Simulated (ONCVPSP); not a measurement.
## Ag (Z = 47): variants of one ONCV potential

Base potential:

silver (Ag), optimised norm-conserving Vanderbilt (ONCV), made with ONCVPSP 4.0.1 (PBE, scalar-relativistic). Core [Ar] 3d10, reference 4s2 4p6 4d10 (charge +1). Waves: 4s: rc 1.30 bohr, ncon 4, nbas 8, qcut 9.9 1/bohr, 2 projectors, debl 0.9 Ha; 4p: rc 1.60 bohr, ncon 3, nbas 7, qcut 9.8 1/bohr, 2 projectors, debl 2.7 Ha; 4d: rc 1.15 bohr, ncon 3, nbas 6, qcut 8.1 1/bohr, 2 projectors, debl 1.5 Ha; f scattering state at 0.03 Ha: rc 1.50 bohr, ncon 4, nbas 7, qcut 8.6 1/bohr, 2 projectors, debl 1.2 Ha. Local part: polynomial inside 0.90 bohr (lpopt 5, dvloc0 2 Ha). Core correction: polynomial model core, fcfact 0.7.

In the s channel the program set the typed energies aside and used -3.795, 0.250 Ha.

Cutoffs, loose and tight: the cutoffs (Ha) at which the residual kinetic energy of the hardest occupied pseudo-wave falls to 1 and 0.1 mHa per electron. They do not see the model core or the augmentation charge, which bear on the density cutoff. Test errors are all-electron minus pseudo excitation energies from the reference, over the configurations 4s2 4p6 4d10 5s1; 4s2 4p6 4d9; 4s2 4p6 4d8; 4s2 4p6 4d9 5s1 5p1. A dash means not determined; rows that change the core or the reference have their own tests.

A true bound ghost makes a file unfit for plane-wave use even where its test errors are small: the radial tests pick states by their node count and pass the ghost by.

```csv
change,outcome,"cutoff, loose","cutoff, tight",bound ghosts,GHOST(+) flags above zero,largest test error (meV)
base,"generated, projector energies reset by the program",36 Ha,83 Ha,none,s,-5.1
s: qcut 6.4; p: qcut 6.3; d: qcut 5.2; f: qcut 5.5,failed: oncvpsp: lschvkbb ERROR 3 2 100,–,–,–,–,–
s: qcut 7.6; p: qcut 7.5; d: qcut 6.2; f: qcut 6.6,"generated, projector energies reset by the program",92 Ha,144 Ha,d,s,-13
s: qcut 10.3; p: qcut 10.2; d: qcut 8.4; f: qcut 8.9,"generated, projector energies reset by the program",37 Ha,56 Ha,none,s,-4.7
s: qcut 11.4; p: qcut 11.3; d: qcut 9.3; f: qcut 9.9,"failed: ERROR pspot: first pseudo wave function has node, program will stop",–,–,–,–,–
s: qcut 12.9; p: qcut 12.8; d: qcut 10.5; f: qcut 11.2,"failed: ERROR pspot: first pseudo wave function has node, program will stop",–,–,–,–,–
s: qcut 14.2; p: qcut 14; d: qcut 11.6; f: qcut 12.3,"failed: ERROR pspot: first pseudo wave function has node, program will stop",–,–,–,–,–
```

Task: What comes out with this change to the base: s: qcut 9; p: qcut 8.9; d: qcut 7.4; f: qcut 7.8?

Result: outcome: generated, projector energies reset by the program; cutoff, loose: 47 Ha; cutoff, tight: 99 Ha; bound ghosts: none; GHOST(+) flags above zero: s; largest test error (meV): -7.0.
